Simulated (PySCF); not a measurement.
All values below come from PySCF with TPSSh-D3(BJ)/def2-TZVP // CAM-B3LYP-D3(BJ)/def2-TZVP. All species are isolated molecules in the gas phase. Delta-SCF ions had no search for a lower state. 

Reference species (SMILES): `C=[SiH2]` (neutral, multiplicity 1).

- HOMO–LUMO gap: 4.52 eV
- LUMO: -1.56 eV
- vertical ionisation energy (Delta-SCF): 8.76 eV

After one change: the HOMO–LUMO gap rises by 3.26 eV; the LUMO increases by 1.45 eV; the vertical ionisation energy (Delta-SCF) rises by 2.47 eV.

What was changed between the two runs? The new species is one of these.
A) `[CH2]=[SnH2]`
B) `[NH2][AlH2]`
C) `BN`
D) `[NH2][GaH2]`

C, `BN`
